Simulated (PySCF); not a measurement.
NaF, SMILES [F][Na].

Coordinates come from a B3LYP-D3(BJ)/def2-TZVPD optimisation.

Two levels are set side by side: TDDFT-PBE/def2-TZVPD (PySCF) and TDDFT-M06-2X/def2-TZVPD (PySCF). Vertical, same geometry. The lowest singlet is HOMO−1→LUMO 100 % with PBE and HOMO−1→LUMO 94 % with the other functional; states are paired by order. Differences are taken from unrounded values.

| quantity | TDDFT-M06-2X | TDDFT-PBE | TDDFT-PBE minus TDDFT-M06-2X |
|---|---|---|---|
| lowest singlet excitation (eV) | 4.95 | 3.09 | -1.86 |
| lowest triplet excitation (TDA) (eV) | 4.95 | 3.01 | -1.94 |

A lower first singlet is the usual sign of a functional without exact exchange. Differences between two approximate levels are no errors against the true value.

Rough cost on one machine, each run with all the roots and properties that it gave: TDDFT-M06-2X against TDDFT-PBE about 6 times.
